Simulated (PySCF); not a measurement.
# H₄BSi, SMILES `[SiH2]B` (charge 0, multiplicity 2)

These are PBE0-D4/def2-TZVP (PySCF 2.14.0) values and carry that method's errors.

```json
{
 "highest_occupied_spin_orbital": "-6.50 eV",
 "dipole_moment": "1.06 D",
 "total_energy": "-8612.93 eV",
 "cost": "very roughly 27 core-seconds"
}
```

```xyz
6

B     -1.0448    -0.0372     0.0146
Si     0.8756     0.0313    -0.0122
H     -1.6619     0.8478     0.5264
H     -1.6112    -0.9646    -0.4806
H      1.6920     1.1268     0.5676
H      1.7510    -1.0040    -0.6158
```
Charge 0, spin multiplicity 2.
